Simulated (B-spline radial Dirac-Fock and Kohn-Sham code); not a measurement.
ΔSCF core binding energies without Breit or QED terms, calculated with an atomic code on a B-spline grid.

A sound run for the Fe⁵⁺ ion in the configuration [Ar] 3d3: The ground state converged in 10 iterations, with total energy -1264.87898 Ha, virial ratio 1.98553 and highest orbital energy -98.17 eV. ΔSCF binding energies: K (1s) 7230.6 eV, L3 (2p3/2) 819.9 eV. Holes are computed only in closed shells, and unreliable hole states are left out.

A second run, with one unsound setting: The ground state converged in 9 iterations, with total energy -1021.86060 Ha, virial ratio 1.96494 and highest orbital energy -138.48 eV. ΔSCF binding energies: K (1s) 5959.4 eV, L3 (2p3/2) 777.6 eV. Holes are computed only in closed shells, and unreliable hole states are left out.

```
iter   energy (Ha)        error
   1    -1000.78850380  5.86e+00
   2    -1021.30361387  9.87e-01
   3    -1021.75338688  4.07e-01
   4    -1021.84045911  1.66e-01
   5    -1021.86012434  3.25e-02
   6    -1021.86060160  8.67e-04
   7    -1021.86060209  2.61e-05
   8    -1021.86060209  1.89e-06
   9    -1021.86060209  2.19e-08
```

Q: Which fault fits the second run best?
A. mesh too coarse
B. unbound anion
C. damping too heavy
D. functional not served

A: A. The input had h = 2.0: h is too large to resolve the orbitals.
